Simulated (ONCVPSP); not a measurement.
# Before and after: ONCV potential for germanium (Ge)

germanium (Ge), optimised norm-conserving Vanderbilt (ONCV), made with ONCVPSP 4.0.1 (LDA (Perdew-Zunger), fully relativistic). Core [Ar] 3d10, reference 4s2 4p2. Waves: 4s: rc 1.60 bohr, ncon 4, nbas 9, qcut 4.6 1/bohr, 2 projectors, debl 3.6 Ha; 4p: rc 1.70 bohr, ncon 4, nbas 8, qcut 5.7 1/bohr, 3 projectors, debl 3.1 Ha. Local part: polynomial inside 1.50 bohr (lpopt 5, dvloc0 0 Ha). Core correction: none.

Open shells are filled in proportion to 2j + 1.

Change: s: qcut 2.9.

Cutoffs: the cutoffs (Ha) at which the residual kinetic energy of the hardest occupied pseudo-wave falls to 1 and 0.1 mHa per electron; they do not see the model core or the augmentation charge, which bear on the density cutoff. Errors are all-electron minus pseudo energies relative to the spin-unpolarised reference configuration.

**Question.** How do hardness, ghosts and transferability respond?

**Answer.** The potential gets harder (8.8 Ha and 12 Ha → 52 Ha and 90 Ha); both files keep a bound ghost (p); of the 4 tests that both files solve, the error grows in 0 and shrinks in 1 by more than 15 % and 0.3 meV (median size 44.9 → 41.5 meV).

| quantity | base | changed |
| --- | --- | --- |
| cutoff, loose | 8.8 Ha | 52 Ha |
| cutoff, tight | 12 Ha | 90 Ha |
| loose cutoff by channel | s 8.8 Ha, p 7.7 Ha | s 52 Ha, p 7.7 Ha |
| bound ghosts | p3/2, p1/2 | p3/2, p1/2 |
| GHOST(+) flags under 300 eV | s at 136.9 eV | s at 144.0 eV |
| error for 4s2 4p1, meV [ΔE 7.64 eV] | +4.0 | +4.4 |
| error for 4s2 4p0, meV [ΔE 23.36 eV] | +36 | +39 |
| error for 4s1 4p0, meV [ΔE 58.58 eV] | +265 | +260 |
| error for 4s0 4p4, meV [ΔE 16.35 eV] | +54 | +44 |
| s: phases at 1.62 bohr within 0.05 rad from the reference energy up to (Ha; the scan ends near 5) | 4.8 | 4.9 |
| p3/2: phases at 1.72 bohr within 0.05 rad from the reference energy up to (Ha; the scan ends near 5) | to the end of the scan | to the end of the scan |
| p1/2: phases at 1.72 bohr within 0.05 rad from the reference energy up to (Ha; the scan ends near 5) | to the end of the scan | to the end of the scan |

Base: The cutoffs count occupied waves only; projector 2 of the p channel, the hardest unoccupied one, needs 60 Ha at the loose tolerance. A true bound ghost makes a file unfit for plane-wave use even where its test errors are small: the radial tests pick states by their node count and pass the ghost by.
